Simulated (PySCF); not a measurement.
C4HCoO4, singlet, at a GFN2-xTB geometry (such geometries of metal compounds can be far from the true shape); DF-PBE/def2-SV(P) (PySCF).

Input for PySCF:
```python
from pyscf import gto, scf, dft

mol = gto.M(
    atom='''
Co    0.168668   -0.215946    0.068540
O     2.115767    0.298485   -2.068334
C     1.354219    0.108808   -1.243786
O     0.726588    0.753388    2.783531
C     0.503050    0.387534    1.729020
O    -1.561314    1.998951   -0.634452
C    -0.881582    1.128690   -0.358237
O    -1.886893   -2.275152   -0.326937
C    -1.098266   -1.468095   -0.176808
H     1.028236   -1.316451    0.417831
''',
    basis='def2-sv(p)',
    charge=0,
    spin=0,
    verbose=4,
)

mf = dft.RKS(mol)
mf.xc = 'pbe'
mf = mf.density_fit(auxbasis='def2-universal-jkfit')
mf.kernel()
mf.analyze()
```

What does PySCF print? Leave out banner, timings and long lists.


```
PySCF version 2.14.0

[INPUT] verbose = 4
[INPUT] num. atoms = 10
[INPUT] num. electrons = 84
[INPUT] charge = 0
[INPUT] spin (= nelec alpha-beta = 2S) = 0
[INPUT] symmetry False subgroup None
[INPUT] Mole.unit = angstrom
[INPUT] Symbol           X                Y                Z      unit          X                Y                Z       unit  Magmom
[...]
nuclear repulsion = 621.464727601551
number of shells = 60
number of NR pGTOs = 262
number of NR cGTOs = 138
basis = def2-sv(p)
ecp = {}

******** <class 'pyscf.df.df_jk.DFRKS'> ********
method = DFRKS
initial guess = minao
damping factor = 0
level_shift factor = 0
DIIS = <class 'pyscf.scf.diis.CDIIS'>
diis_start_cycle = 1
diis_space = 8
diis_damp = 0
SCF conv_tol = 1e-09
SCF conv_tol_grad = None
SCF max_cycles = 50
direct_scf = False
XC library pyscf.dft.libxc version 7.1.2
    S. Lehtola, C. Steigemann, M. J. T. Oliveira, and M. A. L. Marques,  SoftwareX 7, 1–5 (2018)
XC functionals = pbe
    J. P. Perdew, K. Burke, and M. Ernzerhof,  Phys. Rev. Lett. 77, 3865 (1996)
    J. P. Perdew, K. Burke, and M. Ernzerhof,  Phys. Rev. Lett. 78, 1396 (1997)
    J. P. Perdew, K. Burke, and M. Ernzerhof,  Phys. Rev. Lett. 77, 3865 (1996)
    J. P. Perdew, K. Burke, and M. Ernzerhof,  Phys. Rev. Lett. 78, 1396 (1997)
radial grids:
    Treutler-Ahlrichs [JCP 102, 346 (1995); DOI:10.1063/1.469408] (M4) radial grids

becke partition: Becke, JCP 88, 2547 (1988); DOI:10.1063/1.454033
pruning grids: <function nwchem_prune>
grids dens level: 3
symmetrized grids: False
atomic radii adjust function: <function treutler_atomic_radii_adjust>
small_rho_cutoff = 0
Set gradient conv threshold to 3.16228e-05
Initial guess from minao.
tot grids = 143512
init E= -1835.79028302151
[...]
cycle= 1 E= -1817.86527507799  delta_E= 17.9  |g|= 6.76  |ddm|= 7.54
[...]
cycle= 2 E= -1744.16408534717  delta_E= 73.7  |g|= 13.3  |ddm|=  372
[...]
cycle= 3 E= -1824.14230518787  delta_E=  -80  |g|= 6.58  |ddm|=  341
[...]
cycle= 4 E= -1834.31919772751  delta_E= -10.2  |g|= 3.03  |ddm|= 34.2
[...]
cycle= 5 E= -1830.01799068254  delta_E=  4.3  |g|= 5.97  |ddm|= 1.95
[...]
cycle= 6 E= -1835.09954602764  delta_E= -5.08  |g|= 1.94  |ddm|= 2.21
[...]
cycle= 7 E= -1835.00823557498  delta_E= 0.0913  |g|=  2.1  |ddm|= 0.782
[...]
cycle= 8 E= -1835.24165268734  delta_E= -0.233  |g|=  1.6  |ddm|= 0.433
[...]
cycle= 9 E= -1835.53652104663  delta_E= -0.295  |g|= 0.419  |ddm|= 0.734
[...]
cycle= 10 E= -1835.55684981545  delta_E= -0.0203  |g|= 0.213  |ddm|= 0.449
[...]
cycle= 11 E= -1835.56632489973  delta_E= -0.00948  |g|= 0.0326  |ddm|= 0.192
[...]
cycle= 12 E= -1835.56534416331  delta_E= 0.000981  |g|= 0.0953  |ddm|= 0.0625
[...]
cycle= 13 E= -1835.56652026993  delta_E= -0.00118  |g|= 0.0109  |ddm|= 0.0529
[...]
cycle= 14 E= -1835.56654353334  delta_E= -2.33e-05  |g|= 0.00153  |ddm|= 0.00941
[...]
cycle= 15 E= -1835.56654387174  delta_E= -3.38e-07  |g|= 9.77e-05  |ddm|= 0.000839
[...]
cycle= 16 E= -1835.56654387243  delta_E= -6.89e-10  |g|= 8.49e-05  |ddm|= 0.000111
[...]
cycle= 17 E= -1835.56654387315  delta_E= -7.24e-10  |g|= 6.34e-05  |ddm|= 6.34e-05
[...]
cycle= 18 E= -1835.56654387375  delta_E= -6.01e-10  |g|= 2.89e-06  |ddm|= 3.81e-05
[...]
Extra cycle  E= -1835.56654387374  delta_E= 1.64e-11  |g|= 1.22e-05  |ddm|= 1.06e-05
converged SCF energy = -1835.56654387374
**** SCF Summaries ****
Total Energy =                       -1835.566543873736009
Nuclear Repulsion Energy =             621.464727601550749
One-electron Energy =                -3769.269643098729375
Two-electron Energy =                 1312.238371623442617
Two-electron Coulomb Energy =         1426.906859076312230
DFT Exchange-Correlation Energy =     -114.668487452869684
HOMO-LUMO gap [eV] =                     4.276368938992901
**** MO energy ****
[...]
 ** Mulliken pop on meta-lowdin orthogonal AOs  **
 ** Mulliken pop  **
 ** Mulliken atomic charges  **
charge of    0Co =      0.68704
charge of    1O =     -0.16153
charge of    2C =      0.01031
charge of    3O =     -0.16153
charge of    4C =      0.01030
charge of    5O =     -0.16019
charge of    6C =      0.04329
charge of    7O =     -0.16153
charge of    8C =      0.01031
charge of    9H =     -0.11647
Dipole moment(X, Y, Z, Debye): -0.10782,  0.13798, -0.04382
```
